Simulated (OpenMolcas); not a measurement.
## Multiconfigurational calculation on Mo III

Input:

```
&GATEWAY
Coord
1

Mo 0.0 0.0 0.0
Basis=ANO-RCC-VQZP
Group=XYZ
NoMove
AngMom=0.0 0.0 0.0
AMFI
&SEWARD
* reference wave functions (RASSCF and RASSI steps not shown): 4 electrons in 5 orbitals (4d)
>>> COPY JOB001 $Project.JobIph
&CASPT2
XMultistate=5 1 2 3 4 5
Frozen=8 6
IPEA=0.2
MaxIter=60
WThr=0.0 0.3 0.05
PrWF=0.5
NoMix
>>> COPY JOB002 $Project.JobIph
&CASPT2
XMultistate=35 1 2 3 4 5 6 7 8 9 10 11 12 13 14 15 16 17 18 19 20 21 22
23 24 25 26 27 28 29 30 31 32 33 34 35
Frozen=8 6
IPEA=0.2
MaxIter=60
WThr=0.0 0.3 0.05
PrWF=0.5
NoMix
>>> COPY JOB003 $Project.JobIph
&CASPT2
XMultistate=23 1 2 3 4 5 6 7 8 9 10 11 12 13 14 15 16 17 18 19 20 21 22
23
Frozen=8 6
IPEA=0.2
MaxIter=60
WThr=0.0 0.3 0.05
PrWF=0.5
NoMix
```

Launched by
```bash
OMP_NUM_THREADS=1 MOLCAS_MEM=2252 MOLCAS_PROJECT=a pymolcas a.inp > a.log  # once for each step of the input, in one work folder
```

Output, cut to the results:

```
--- CASPT2 ---
Orbital specifications:
      -----------------------

      Symmetry species                           1   2
                                                ag  au
      Frozen orbitals                            8   6
      Inactive orbitals                          1   3
      Active orbitals                            5   0
      Secondary orbitals                        37  44
      Deleted orbitals                           0   0
      Number of basis functions                 51  53
Type of calculation                        XMS-CASPT2
      Fock operator                              state-average
      IPEA shift                                 0.20
      Real shift                                 0.00
      Imaginary shift                            0.00
      The input orbitals will be transformed to quasi-canonical
      The input states will be rotated to diagonalize the Fock operator
Reference energy:       -4044.9124642892
      E2 (Non-variational):      -0.3742324405
      E2 (Variational):          -0.3742324490
      Total energy:           -4045.2866967382
      Residual norm:              0.0000001032
      Reference weight:           0.93200
      Contributions to the CASPT2 correlation energy
      Active & Virtual Only:         -0.0432206268
      One Inactive Excited:          -0.1788538148
      Two Inactive Excited:          -0.1521579990
Reference energy:       -4044.9124642892
      E2 (Non-variational):      -0.3741723028
      E2 (Variational):          -0.3741723114
      Total energy:           -4045.2866366006
      Residual norm:              0.0000001033
      Reference weight:           0.93203
      Contributions to the CASPT2 correlation energy
      Active & Virtual Only:         -0.0432228961
      One Inactive Excited:          -0.1788290043
      Two Inactive Excited:          -0.1521204025
::    XMS-CASPT2 Root  1     Total energy:  -4045.28670011
::    XMS-CASPT2 Root  2     Total energy:  -4045.28667348
::    XMS-CASPT2 Root  3     Total energy:  -4045.28664883
::    XMS-CASPT2 Root  4     Total energy:  -4045.28663707
::    XMS-CASPT2 Root  5     Total energy:  -4045.28661421
--- CASPT2 ---
Orbital specifications:
      -----------------------

      Symmetry species                           1   2
                                                ag  au
      Frozen orbitals                            8   6
      Inactive orbitals                          1   3
      Active orbitals                            5   0
      Secondary orbitals                        37  44
      Deleted orbitals                           0   0
      Number of basis functions                 51  53
Type of calculation                        XMS-CASPT2
      Fock operator                              state-average
      IPEA shift                                 0.20
      Real shift                                 0.00
      Imaginary shift                            0.00
      The input orbitals will be transformed to quasi-canonical
      The input states will be rotated to diagonalize the Fock operator
Reference energy:       -4044.8425765059
      E2 (Non-variational):      -0.3903628376
      E2 (Variational):          -0.3903628496
      Total energy:           -4045.2329393555
      Residual norm:              0.0000001649
      Reference weight:           0.92286
      Contributions to the CASPT2 correlation energy
      Active & Virtual Only:         -0.0571808307
      One Inactive Excited:          -0.1797268338
      Two Inactive Excited:          -0.1534551731
Reference energy:       -4044.8425765059
      E2 (Non-variational):      -0.3916602238
      E2 (Variational):          -0.3916602349
      Total energy:           -4045.2342367407
      Residual norm:              0.0000001324
      Reference weight:           0.92129
      Contributions to the CASPT2 correlation energy
      Active & Virtual Only:         -0.0585244392
      One Inactive Excited:          -0.1789228479
      Two Inactive Excited:          -0.1542129367
::    XMS-CASPT2 Root  1     Total energy:  -4045.22971509
::    XMS-CASPT2 Root  2     Total energy:  -4045.22879761
::    XMS-CASPT2 Root  3     Total energy:  -4045.22832260
::    XMS-CASPT2 Root  4     Total energy:  -4045.22806407
::    XMS-CASPT2 Root  5     Total energy:  -4045.22729086
::    XMS-CASPT2 Root  6     Total energy:  -4045.22710442
::    XMS-CASPT2 Root  7     Total energy:  -4045.22678882
::    XMS-CASPT2 Root  8     Total energy:  -4045.22642942
::    XMS-CASPT2 Root  9     Total energy:  -4045.22610122
::    XMS-CASPT2 Root 10     Total energy:  -4045.22581864
::    XMS-CASPT2 Root 11     Total energy:  -4045.22562039
::    XMS-CASPT2 Root 12     Total energy:  -4045.22512456
::    XMS-CASPT2 Root 13     Total energy:  -4045.22471635
::    XMS-CASPT2 Root 14     Total energy:  -4045.22452490
::    XMS-CASPT2 Root 15     Total energy:  -4045.22251532
::    XMS-CASPT2 Root 16     Total energy:  -4045.22198986
::    XMS-CASPT2 Root 17     Total energy:  -4045.22173079
::    XMS-CASPT2 Root 18     Total energy:  -4045.22144682
::    XMS-CASPT2 Root 19     Total energy:  -4045.22103262
::    XMS-CASPT2 Root 20     Total energy:  -4045.22073742
::    XMS-CASPT2 Root 21     Total energy:  -4045.21997490
::    XMS-CASPT2 Root 22     Total energy:  -4045.21567629
::    XMS-CASPT2 Root 23     Total energy:  -4045.21464391
::    XMS-CASPT2 Root 24     Total energy:  -4045.21405260
::    XMS-CASPT2 Root 25     Total energy:  -4045.21394138
::    XMS-CASPT2 Root 26     Total energy:  -4045.21351093
::    XMS-CASPT2 Root 27     Total energy:  -4045.21322381
::    XMS-CASPT2 Root 28     Total energy:  -4045.21269607
::    XMS-CASPT2 Root 29     Total energy:  -4045.21217237
::    XMS-CASPT2 Root 30     Total energy:  -4045.21119015
--- CASPT2 ---
Orbital specifications:
      -----------------------

      Symmetry species                           1   2
...
```

In XMS-CASPT2 the single-state energies belong to rotated reference states; over a whole degenerate manifold the rotation is arbitrary, and only the multistate roots count.

Levels above the lowest, from the spin-orbit matrix with the multistate effective Hamiltonian, averaged by term, added to it:

```
Configuration  Term  J  E (cm-1)  Measured (cm-1)      g  Term weight %  Second
          4d4    5D  0       0.0              0.0                    98        
          4d4    5D  1       231              242  1.501             99        
          4d4    5D  2       646              668  1.500             99        
          4d4    5D  3      1191             1224  1.500            100        
          4d4    5D  4      1837             1872  1.499             99        
          4d4    3P  0     12300            11149                    96    3 1S
          4d4    3P  1     13560            12510  1.495             98        
          4d4    3H  4     13670            12680  0.835             88    6 3G
          4d4    3H  5     14220            13276  1.043             94    6 3G
          4d4    3H  6     14720            13811  1.164             98        
          4d4    3F  3     15100            13948  1.021             81   19 3G
          4d4    3F  2     15240            13929  0.696             96    3 3P
          4d4    3F  4     15390            14296  1.194             80   10 3G
          4d4    3P  2     15500            14358  1.466             94    4 3F
          4d4    3G  3     17130            15871  0.813             81   19 3F
          4d4    3G  4     17530            16283  1.066             83   11 3F
          4d4    3G  5     17900            16714  1.191             94    6 3H
          4d4    1I  6     21070            20290  1.003             98        
          4d4    3D  3     21090            19488  1.334            100        
          4d4    3D  2     21380            19577  1.174             98        
          4d4    3D  1     21410                   0.506             99        
          4d4    1G  4     21900            20612  1.007             91    5 3F
```

Against the 20 measured excited levels shown (Sugar and Musgrove, J. Phys. Chem. Ref. Data 17, 155 (1988)) the mean absolute deviation is 950 cm-1; the largest miss in energy is 4d4 3D2: computed 21380, measured 19577 cm-1 (+9.2 %).

Term energies are means over components that CASPT2 splits; among the terms shown or strongly mixed into the levels shown the widest spread is 1900 cm-1 (4d4 1I). Levels of configurations with an s electron are missing; early in the row they begin among the upper levels of the d shell and mix with terms of their name. Some levels mix across a computed gap that differs much from the measured one, so their mixing is not that of the real levels. Terms from blocks run as CI alone lack orbitals of their own. The CASPT2 spread within a term exceeds the gap to the next term for 4d4 3H and 4d4 3P, 4d4 1I and 4d4 3D, 4d4 3D and 4d4 1G, so the order of their levels is uncertain. Computed and measured levels are paired by configuration, term and J; levels that our copy of the source lacks, or whose pairing is in doubt (as where it misses far off the trend of its configuration), stay unpaired and out of the deviations. Levels of configurations outside the active space are missing. The first state left out of the spin-orbit step lies near 30000 cm-1 above the lowest spin-free state of the reference (among the parities and spins computed), and the list stops at four fifths of that energy or lower.

The CASPT2 steps took 20 s on 1 thread of Arm Neoverse V1, with other jobs on the host; the integral step is not counted.

The term weight is that of the spin-free term in the level, not the purity of its configuration.
